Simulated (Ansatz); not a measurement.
# A substitution series on Nb: F to Cl

On one Nb centre that keeps O, n of the F ligands are replaced by Cl. The HOMO–LUMO gap y in eV at wB97X-V/def2-TZVPP. Shapes: PBE0-D4/def2-TZVP. Programs: Ansatz 0.2.0.

| molecule | n | y (eV) |
| --- | --- | --- |
| NbOF3 | 0 | 13.25 |
| NbClOF2 | 1 | ? |
| NbCl2OF | 2 | 11.31 |
| NbCl3O | 3 | 11.04 |

Task: Fit y = c + s·n to the known rows and predict NbClOF2.

Result: 
1. Means of the 3 rows: n = 1.66667, y = 11.867.
2. Σ(Δn)² = 4.6667, Σ(Δn·Δy) = -3.5933, so the slope is -3.5933/4.6667 = -0.76999.
3. Intercept: 11.867 − (-0.76999) × 1.66667 = 13.150. The largest residual of the fit is 0.30.
4. NbClOF2: 13.150 + (-0.76999) × 1 = 12.38 eV.

The run gave 11.88 eV, so the prediction is off by +0.50 eV, more than the largest residual. The step per swap changes from -1.37 to -0.27 eV along the series, so a line misses the bend. Other levels give for NbClOF2: r2SCAN-D4/def2-TZVPP 5.45; BHLYP-D4/def2-TZVPP 9.52 eV. Orbital gaps aren't excitation energies, and the LUMO depends on the basis. For atoms past krypton def2 sets carry core potentials with scalar relativity.
